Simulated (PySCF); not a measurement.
C₃H₇ClSi. Atoms are numbered in the order given.

```xyz
12

C     -2.8587     0.4059    -0.7716
Si    -1.4071    -0.7870    -0.7792
C     -0.0716    -0.2221     0.4087
C      1.1571     0.0812    -0.0127
Cl     2.4290     0.6227     1.0336
H     -3.3030     0.4732     0.2345
H     -3.6450     0.0750    -1.4686
H     -2.5341     1.4151    -1.0702
H     -0.7913    -0.8647    -2.1386
H     -1.8765    -2.1512    -0.3895
H     -0.2816    -0.1206     1.4810
H      1.4761     0.0151    -1.0579
```

Geometry optimised at ωB97X-D3(BJ)/def2-SVP. The structure was generated by enumeration; whether it is a known compound was not checked. The values are those of a single conformer.

Calculation: PBE/def2-TZVP in PySCF.

Computed frontier levels, gap, dipole moment and polarisability:
The highest occupied level is -6.37 eV, the lowest empty level comes out as -1.64 eV and the orbital gap comes out as 4.74 eV. The dipole moment comes out as 1.39 D and the quadrupole, principal values (traceless, Buckingham form, about the centre of nuclear charge) is -3.60, 0.03, 3.57 D·Å. The mean static polarisability is 80.5 bohr³ (11.93 Å³) and the polarisability, principal values is 61.0, 66.7, 113.8 bohr³.
